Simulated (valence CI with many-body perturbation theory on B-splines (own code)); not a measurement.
## Questions on Er XX

Level of theory: valence CI with perturbative core correlation (CI+MBPT): three valence electrons over a frozen Dirac-Fock core [Kr] 4d10, radial functions for each j: 8 s, 8 p, 9 d, 9 f, 6 g, 3 h, 2 i, with the one-electron correlation potential Σ1, the two-electron term Σ2, the three-electron term Σ3, Breit, model QED; selected CI, second order for the rest, scaled by the run's own slope (own B-spline code, finite nucleus).

No measured levels were compared; by estimate terms of the open shell hold to a few per cent of their energy, and close levels can change places. Core correlation moves these levels by up to 42000 cm⁻¹, and in measured spectra 5 to 20 % of such shifts remained as error; rates that hang on mixing are uncertain with them.

Names give the largest LS component (configuration and term), which can be under half, so a name can repeat, a term be missing and a line seem to break the LS rules; names also repeat where a configuration has a term twice.

Rates and lifetimes use the calculated energies. Strong lines usually hold to 10 to 20 %, long lifetimes can be off by a factor of two.

Question: What is the ground level?

Answer: 4f3 4I°_9/2, composition 90 % 4f3 4I° + 9 % 4f3 2H°, g = 0.744.

Question: Where does the other parity begin?

Answer: At 4f2.5s 4H_7/2, 42.910 eV.

Question: What is the ionisation energy?

Answer: 481.45 eV; NIST lists 486 ± 25 eV (theoretical).

Question: How is the term 4I° of the ground level split?

Answer: J = 9/2 at 0.000, J = 11/2 at 1.163, J = 13/2 at 2.263, J = 15/2 at 3.298 eV.

Question: How well does LS coupling describe the low levels?

Answer: Among the lowest 20 levels the leading LS term, summed over configurations, holds 77 % on average. For single configurations the figures are 77 % in LS and 69 % in jj coupling. Terms mix most in the J = 3/2 level at 6.629 eV, where the leading one holds 40 %.

Question: Name the longest-lived excited levels whose lifetime is computed, and their main decay.

Answer: 4f3 4G°_5/2 at 5.157 eV lives 377 ms, mostly by M1 to 4f3 4F°_3/2; 4f3 4S°_3/2 at 4.506 eV lives 188 ms, mostly by M1 to 4f3 4F°_3/2; 4f3 4F°_7/2 at 4.532 eV lives 171 ms, mostly by M1 to 4f3 4I°_9/2. The lifetime of 4f3 4F°_3/2 is too uncertain to give, and may be longer.
